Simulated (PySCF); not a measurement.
pyrazine-2-carbonitrile (C₅H₃N₃), SMILES N#Cc1cnccn1. The structure is a stationary point at PBE0-D3(BJ)/def2-SVP.

Method: PBE0-D3(BJ)/def2-SVP (PySCF).

Harmonic wavenumbers (cm⁻¹): 142, 169, 346, 434, 499, 582, 611, 644, 790, 838, 889, 977, 1016, 1042, 1094, 1212, 1274, 1309, 1323, 1443, 1518, 1640, 1658, 2405, 3192, 3202, 3208. Rotational constants (GHz): 6.051, 1.622, 1.279; symmetry number 1.

**Question.** Work out the zero-point energy and the ideal-gas rigid-rotor harmonic-oscillator thermochemistry at 298.15 K and 1 atm.

**Answer.** ZPE = ½ Σ hcν = ½ × 33454 cm⁻¹ = 47.83 kcal/mol. H − E(el) = 52.08 kcal/mol. Entropy in cal/(mol K): translation 39.87, rotation 27.64, vibration 10.25, total 77.75. G − E(el) = 28.90 kcal/mol. Cp = 23.04 cal/(mol K). Modes under 150 cm⁻¹ make the vibrational entropy uncertain.
